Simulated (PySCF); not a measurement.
**Field gradients at the hydrogen positions**

Compound: C8H12P (charge -1).
Atom-mapped SMILES: `[CH3:1][CH2:2][c:3]1[p-:4][cH:5][c:6]([CH3:7])[c:8]1[CH3:9]` (hydrogens: H10, H11, H12 on C1; H13, H14 on C2; H15 on C5; H16, H17, H18 on C7; H19, H20, H21 on C9)

Cartesian coordinates in Å at the GFN2-xTB level; atoms count from 1:
```
atom  x, y, z in Å
C1     2.8632    0.0548   -0.4164
C2     2.0133    0.6014    0.7332
C3     0.6864   -0.0950    0.8323
P4     0.4061   -1.4101    1.9662
C5    -1.2177   -1.5744    1.3559
C6    -1.5129   -0.6772    0.3524
C7    -2.8399   -0.6101   -0.3454
C8    -0.4273    0.1702    0.0510
C9    -0.5169    1.2360   -1.0032
H10    3.8351    0.5529   -0.4638
H11    3.0226   -1.0120   -0.2726
H12    2.3520    0.1957   -1.3671
H13    1.8748    1.6821    0.5949
H14    2.5590    0.4545    1.6698
H15   -1.9095   -2.3141    1.7385
H16   -3.5192   -1.3619    0.0579
H17   -2.7307   -0.7884   -1.4198
H18   -3.3062    0.3727   -0.2216
H19    0.3660    1.8736   -1.0022
H20   -0.6139    0.7958   -2.0013
H21   -1.3930    1.8706   -0.8392
```

Level: PBE0/pcSseg-1 (PySCF, non-relativistic); Q(2H) = 0.00286 b; rigid geometry, the same for H and D, with no vibrational averaging.

Question: Rank these positions by the coupling χzz of a deuteron there, largest first.
A. H14 (methylene hydrogen)
B. H16 (methyl hydrogen)
C. H15 (aromatic hydrogen)

Answer: C (231 kHz), B (212 kHz), A (205 kHz).

Question: What are Vzz, η and χzz (234.96 MHz × Q × Vzz) at all hydrogens?

Answer: 
```json
{"atom": "H10", "bonded to": "C1", "bond length (Å)": "1.093", "Vzz (au)": "0.3133", "η": "0.01", "χzz (kHz)": "211"}
{"atom": "H11", "bonded to": "C1", "bond length (Å)": "1.088", "Vzz (au)": "0.3153", "η": "0.01", "χzz (kHz)": "212"}
{"atom": "H12", "bonded to": "C1", "bond length (Å)": "1.089", "Vzz (au)": "0.3172", "η": "0.02", "χzz (kHz)": "213"}
{"atom": "H13", "bonded to": "C2", "bond length (Å)": "1.098", "Vzz (au)": "0.3015", "η": "0.01", "χzz (kHz)": "203"}
{"atom": "H14", "bonded to": "C2", "bond length (Å)": "1.094", "Vzz (au)": "0.3049", "η": "0.01", "χzz (kHz)": "205"}
{"atom": "H15", "bonded to": "C5", "bond length (Å)": "1.083", "Vzz (au)": "0.3437", "η": "0.08", "χzz (kHz)": "231"}
{"atom": "H16", "bonded to": "C7", "bond length (Å)": "1.091", "Vzz (au)": "0.3162", "η": "0.00", "χzz (kHz)": "212"}
{"atom": "H17", "bonded to": "C7", "bond length (Å)": "1.095", "Vzz (au)": "0.3097", "η": "0.01", "χzz (kHz)": "208"}
{"atom": "H18", "bonded to": "C7", "bond length (Å)": "1.095", "Vzz (au)": "0.3095", "η": "0.01", "χzz (kHz)": "208"}
{"atom": "H19", "bonded to": "C9", "bond length (Å)": "1.089", "Vzz (au)": "0.3180", "η": "0.01", "χzz (kHz)": "214"}
{"atom": "H20", "bonded to": "C9", "bond length (Å)": "1.095", "Vzz (au)": "0.3090", "η": "0.01", "χzz (kHz)": "208"}
{"atom": "H21", "bonded to": "C9", "bond length (Å)": "1.094", "Vzz (au)": "0.3100", "η": "0.01", "χzz (kHz)": "208"}
```

Question: How does χzz go with the bond length over the 12 C–H bonds?

Answer: A straight-line fit has a slope of -15.4 kHz for each 0.01 Å, with a correlation coefficient of -0.92, over lengths from 1.083 to 1.098 Å. The longer bonds have the smaller couplings here.

Geometry: GFN2-xTB, one conformer, isolated ion. The pcSseg-1 basis has no diffuse functions, a weakness for an anion. GFN2-xTB bond lengths can be off by several hundredths of an ångström, more for odd bonds, and the gradients follow them. These gradients aren't converged with respect to the basis.

The run behind these numbers computed NMR shieldings as well. The run took about 2.6 min of CPU time (grids of density and orbitals included) (one thread, shared machine).
